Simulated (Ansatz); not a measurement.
Cost and result up the ladder for (I2Ga-mu-OH)2 (Ga₂I₄O₂H₂) (10 atoms). Total charge 0; singlet. Geometry: PBE-D4/def2-SVP.

```xyz
10

Ga    0.865    0.445   -1.136
I     0.545    2.333   -2.732
I     2.840   -1.107   -1.205
O    -0.792   -0.580   -0.861
Ga   -1.023   -0.241    1.063
I    -3.131    0.997    1.550
I    -0.248   -2.228    2.391
O     0.486    0.974    0.721
H    -0.777   -1.516   -1.140
H     1.235    0.922    1.348
```

Ansatz; hardware A = 2 threads of AMD EPYC 7R13 on a shared host and a share (18 GiB) of an NVIDIA H100 80GB HBM3; B = 2 threads of AMD EPYC 7R13 on a shared host. Times are rough, and most runs start from the orbitals of an earlier one. CAM-B3LYP-D4/def2-TZVP serves as the yardstick here, not as an exact answer. Differences are given only for rows in sets of like size (and for xTB, whose basis is part of the method), since another set adds its own error. Binding counts from free atoms at the same level (Ga doublet, I doublet, O triplet, H doublet; other spins of the atoms weren't run), without zero-point energy or a counterpoise term.

In the def2 sets I takes a core potential; there is no spin–orbit coupling. B3LYP takes the VWN-RPA correlation. Correlated methods freeze 36 core orbitals; core or outer-core shells of Ga, I are correlated, in sets that lack core-valence functions. The rows differ in basis, and correlated rows in double-zeta sets carry the largest basis error.

Correlated methods converge slowly with the basis, most of all in double-zeta sets.

| level | functions | wall time |
| --- | --- | --- |
| MP2/def2-TZVP [A] | 370 | 3.4 s |
| PBE-D4/def2-TZVP [A] | 370 | 4.1 s |
| r2SCAN-D4/def2-TZVP [A] | 370 | 4.4 s |
| PBE-D4/def2-SVP [B] | 206 | 5.5 s |
| B3LYP-D4/def2-TZVP [A] | 370 | 7 s |
| CAM-B3LYP-D4/def2-TZVP (with forces) [A] | 370 | 9.5 s |
| PBE0-D4/def2-TZVP (with forces) [A] | 370 | 10 s |
| CCSD(T)/def2-SVP [A] | 206 | 11 s |
| PBE0-D4/def2-SVP [B] | 206 | 13 s |

Problem. Estimate what each level gives for the binding energy per atom (eV).

Solution. 
```json
{"level": "MP2/def2-TZVP [A]", "binding energy per atom (eV)": "3.16", "difference from CAM-B3LYP-D4/def2-TZVP (eV)": "0.17"}
{"level": "PBE-D4/def2-TZVP [A]", "binding energy per atom (eV)": "3.09", "difference from CAM-B3LYP-D4/def2-TZVP (eV)": "0.10"}
{"level": "r2SCAN-D4/def2-TZVP [A]", "binding energy per atom (eV)": "3.07", "difference from CAM-B3LYP-D4/def2-TZVP (eV)": "0.09"}
{"level": "PBE-D4/def2-SVP [B]", "binding energy per atom (eV)": "3.12", "difference from CAM-B3LYP-D4/def2-TZVP (eV)": "–"}
{"level": "B3LYP-D4/def2-TZVP [A]", "binding energy per atom (eV)": "2.97", "difference from CAM-B3LYP-D4/def2-TZVP (eV)": "-0.02"}
{"level": "CAM-B3LYP-D4/def2-TZVP (with forces) [A]", "binding energy per atom (eV)": "2.99", "difference from CAM-B3LYP-D4/def2-TZVP (eV)": "0.00"}
{"level": "PBE0-D4/def2-TZVP (with forces) [A]", "binding energy per atom (eV)": "3.03", "difference from CAM-B3LYP-D4/def2-TZVP (eV)": "0.05"}
{"level": "CCSD(T)/def2-SVP [A]", "binding energy per atom (eV)": "2.87", "difference from CAM-B3LYP-D4/def2-TZVP (eV)": "–"}
{"level": "PBE0-D4/def2-SVP [B]", "binding energy per atom (eV)": "3.05", "difference from CAM-B3LYP-D4/def2-TZVP (eV)": "–"}
```
